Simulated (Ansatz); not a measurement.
Species: CH5Ga, charge 0, singlet. CH5Ga (SMILES [CH3][GaH2]).
B3LYP-D3(BJ)/def2-TZVP minimum from Ansatz (an electronic-structure program):
```
C
H 1 1.0893
H 1 1.0914 2 109.27
H 1 1.0940 2 108.19 3 116.15
Ga 1 1.9794 2 112.43 4 120.37
H 5 1.5753 1 121.23 2 -14.04
H 5 1.5760 6 118.91 1 179.15
```

Total energies in hartree (Ansatz). UHF or UKS for unpaired electrons; spin-orbit terms are left out. Cores are frozen in correlated methods (noble-gas shells, and filled d and f shells in the p block). No relativity. Where a partner has so few electrons that a lower coupled-cluster level is exact, that level stands in.

```tsv
species	HF/cc-pVTZ	CCSD(T)/cc-pVTZ	HF/cc-pVQZ	CCSD(T)/cc-pVQZ	CCSDT(Q)/cc-pVTZ
1: CH5Ga (SMILES [CH3][GaH2])	-1964.05948	-1964.36871	-1964.06579	-1964.38893	-1964.36972
2: Ga (doublet)	-1923.26189	-1923.30928	-1923.26422	-1923.31345	-1923.30958
3: H (doublet)	-0.49981	-0.49981	-0.49995	-0.49995	-0.49981
4: C (triplet)	-37.69157	-37.78076	-37.69331	-37.78654	-37.78126
```

Q: Work out the atomisation energy (electronic, to ground-state atoms) in kcal/mol: take Hartree-Fock from cc-pVQZ, extrapolate the CCSD(T) correlation energy as X^-3 (X = 3, 4), and add CCSDT(Q) - CCSD(T) in cc-pVTZ. 1 hartree = 627.51 kcal/mol.

A: 
Species 1: correlation (64·(-0.32314) - 27·(-0.30923))/37 = -0.33329; step -0.00101; E1 = -1964.06579 + (-0.33329) + (-0.00101) = -1964.40009
Species 2: correlation (64·(-0.04923) - 27·(-0.04739))/37 = -0.05057; step -0.00030; E2 = -1923.26422 + (-0.05057) + (-0.00030) = -1923.31509
Species 3: correlation (64·(0.00000) - 27·(0.00000))/37 = 0.00000; step +0.00000; E3 = -0.49995 + (0.00000) + (+0.00000) = -0.49995
Species 4: correlation (64·(-0.09323) - 27·(-0.08919))/37 = -0.09618; step -0.00050; E4 = -37.69331 + (-0.09618) + (-0.00050) = -37.78999
-1·E1 +1·E2 +5·E3 +1·E4 = 0.79526 hartree = 499.0 kcal/mol.
